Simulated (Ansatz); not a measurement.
Job for Ansatz (a first-principles code): R-BLYP/def2-TZVPP on ClF3Zr (SMILES [F][Zr]([F])([F])[Cl]). Elements past Kr take the def2 small-core potentials; no spin–orbit coupling.

Ansatz 0.2 input:
```yaml
crystal:
  periodic: [false, false, false]
  atoms:
    - {symbol: Zr, position_ang: [-0.06581821, -0.04316553, 0.02566678]}
    - {symbol: F, position_ang: [-1.64514445, 0.98171015, -0.21862558]}
    - {symbol: F, position_ang: [0.11748962, -0.46756994, 1.86701488]}
    - {symbol: F, position_ang: [-0.21426138, -1.65400181, -0.96804030]}
    - {symbol: Cl, position_ang: [1.80783442, 1.18302713, -0.70591578]}
basis:
  gaussian:
    orbitals: def2-TZVPP
hamiltonian:
  xc: {name: BLYP}
scf: {lower_state_search: off}
```

### Question
Predict the final total energy.

### Answer
-807.2459 hartree.
